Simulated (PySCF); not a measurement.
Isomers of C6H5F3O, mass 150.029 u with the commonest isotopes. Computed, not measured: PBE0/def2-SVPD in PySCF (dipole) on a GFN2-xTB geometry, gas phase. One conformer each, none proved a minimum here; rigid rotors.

**Question.** Order these by rotational constant B, smallest first.
A. `[CH2:1]=[C:2]=[C:3]=[CH:4][CH2:5][O:6][C:7]([F:8])([F:9])[F:10]` with C3–C4–C5–O6 7°, C4–C5–O6–C7 88°
B. `O=C1C=C(C(F)(F)F)CC1`
C. `[CH2:1]=[C:2]=[C:3]([CH3:4])[C:5](=[O:6])[C:7]([F:8])([F:9])[F:10]` with C2–C3–C5–O6 -179°
D. `[CH3:1][CH:2]=[C:3]=[CH:4][C:5](=[O:6])[C:7]([F:8])([F:9])[F:10]` with C3–C4–C5–O6 -179°
E. `[CH2:1]=[C:2]1[CH:3]=[C:4]1[O:5][CH2:6][C:7]([F:8])([F:9])[F:10]` with C3–C4–O5–C6 -3°, C4–O5–C6–C7 -81°

**Answer.** E (689.1 MHz), B (817.0 MHz), A (904.3 MHz), D (953.6 MHz), C (1258 MHz).

**Question.** Order these by rotational constant C, largest first.
A. `C1(=CC(CC1)=O)C(F)(F)F`
B. `[CH3:1][CH:2]=[C:3]=[CH:4][C:5](=[O:6])[C:7]([F:8])([F:9])[F:10]` with C3–C4–C5–O6 -179°
C. `[CH2:1]=[C:2]=[C:3]([CH3:4])[C:5](=[O:6])[C:7]([F:8])([F:9])[F:10]` with C2–C3–C5–O6 -179°
D. `[CH2:1]=[C:2]1[CH:3]=[C:4]1[O:5][CH2:6][C:7]([F:8])([F:9])[F:10]` with C3–C4–O5–C6 -3°, C4–O5–C6–C7 -81°

**Answer.** C (857.8 MHz), B (785.9 MHz), A (721.6 MHz), D (667.9 MHz).

**Question.** Order these by out-of-plane moment Σ m c² = (Ia + Ib − Ic)/2, smallest first.
A. `O=C1C=C(C(F)(F)F)CC1`
B. `[CH2:1]=[C:2]=[C:3]=[CH:4][CH2:5][O:6][C:7]([F:8])([F:9])[F:10]` with C3–C4–C5–O6 7°, C4–C5–O6–C7 88°
C. `[CH3:1][CH:2]=[C:3]=[CH:4][C:5](=[O:6])[C:7]([F:8])([F:9])[F:10]` with C3–C4–C5–O6 -179°
D. `[CH2:1]=[C:2]1[CH:3]=[C:4]1[O:5][CH2:6][C:7]([F:8])([F:9])[F:10]` with C3–C4–O5–C6 -3°, C4–O5–C6–C7 -81°
E. `[CH2:1]=[C:2]=[C:3]([CH3:4])[C:5](=[O:6])[C:7]([F:8])([F:9])[F:10]` with C2–C3–C5–O6 -179°

**Answer.** A (47.03 u·Å²), E (47.43 u·Å²), B (50.41 u·Å²), C (58.19 u·Å²), D (63.46 u·Å²).

| SMILES | point group | Ia (u·Å²) | Ib (u·Å²) | Ic (u·Å²) | κ | μa (D) | μb (D) | μc (D) |
| --- | --- | --- | --- | --- | --- | --- | --- | --- |
| O=C1C=C(C(F)(F)F)CC1 | Cs | 175.79 | 618.60 | 700.32 | -0.91 | 0.58 | 2.22 | 0.00 |
| CC=C=CC(=O)C(F)(F)F | C1 | 229.45 | 529.97 | 643.04 | -0.76 | 4.67 | 0.04 | 0.38 |
| C=C=C=CCOC(F)(F)F | C1 | 231.83 | 558.87 | 689.87 | -0.76 | 1.39 | 2.13 | 0.07 |
| C=C1C=C1OCC(F)(F)F | C1 | 150.20 | 733.40 | 756.68 | -0.98 | 1.38 | 0.26 | 2.47 |
| C=C=C(C)C(=O)C(F)(F)F | – | 282.34 | 401.69 | 589.17 | -0.14 | 3.39 | 2.08 | 0.02 |
